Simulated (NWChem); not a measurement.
System: AlH$_{3}$O; SMILES [AlH2][OH]

Input file for NWChem:

```
start job
memory heap 200 mb stack 900 mb global 1100 mb
geometry units angstroms noautoz
  Al     0.000000    -0.041478     0.560585
  H      0.000000     1.407140     1.213375
  H     -0.000000    -1.391714     1.381931
  O      0.000000    -0.218320    -1.134265
  H     -0.000000     0.490778    -1.778987
end
basis spherical
  * library 6-31g*
end
dft
  xc bhlyp
  iterations 150
end
tddft
  cis
  nroots 8
end
task tddft energy
```

All runs use the structure optimised with PBE0/def2-SVP.

Vertical excitations in the gas phase.

Task: What results follow from this input? (BHandHLYP/6-31G* (spherical d), TDA.) Quantities: lowest excitation, singlet (eV); oscillator strength of that lowest state; lowest state with f > 0.02, singlet (eV); oscillator strength of that bright state; lowest triplet (eV); orbital gap (eV).

Result: 
- lowest excitation, singlet (eV) = 6.32
- oscillator strength of that lowest state = 0.000
- lowest state with f > 0.02, singlet (eV) = 7.63
- oscillator strength of that bright state = 0.021
- lowest triplet (eV) = 5.91
- orbital gap (eV) = 9.45
